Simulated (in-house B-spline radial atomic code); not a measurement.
The numbers below are computed, except where a source is named.
Weak and strong correlation along the adiabatic connection

Two-electron singlets in several external potentials (atomic units), by full CI in B-splines with partial waves to l = 8 (correlation energies up to 0.6 % small). The repulsion is scaled by λ at fixed density; W(λ) is the mean repulsion less the Hartree energy, W(0) = E_x, and the area under W from 0 to 1 is E_xc.

One system gave this curve:

```json
{"λ": "0", "W (hartree)": "-0.22654"}
{"λ": "0.02", "W (hartree)": "-0.22887"}
{"λ": "0.05", "W (hartree)": "-0.23218"}
{"λ": "0.12", "W (hartree)": "-0.2391"}
{"λ": "0.25", "W (hartree)": "-0.24948"}
{"λ": "0.4", "W (hartree)": "-0.25849"}
{"λ": "0.6", "W (hartree)": "-0.26718"}
{"λ": "0.8", "W (hartree)": "-0.27342"}
{"λ": "1", "W (hartree)": "-0.2781"}
{"λ": "1.4", "W (hartree)": "-0.28464"}
{"λ": "2", "W (hartree)": "-0.29074"}
{"λ": "3", "W (hartree)": "-0.29662"}
{"λ": "4.5", "W (hartree)": "-0.30153"}
{"λ": "7", "W (hartree)": "-0.30601"}
{"λ": "10", "W (hartree)": "-0.3091"}
```

Problem. Which system is it?
A. ω²r²/2, ω = 1.61
B. −V exp(−r²/w²), V = 10.9, w = 0.865
C. −Z exp(−kr)/r, Z = 9.97, k = 2.67
D. ω²r²/2 − Z/r, ω = 0.151, Z = -0.5

Solution. D. The exchange energy sets the size: ω²r²/2 − Z/r, ω = 0.151, Z = -0.5: E_x = -0.227, E_c = -0.0332; −Z exp(−kr)/r, Z = 9.97, k = 2.67: E_x = -5.67, E_c = -0.0459; −V exp(−r²/w²), V = 10.9, w = 0.865: E_x = -1.44, E_c = -0.0427; ω²r²/2, ω = 1.61: E_x = -0.96, E_c = -0.0429 hartree.
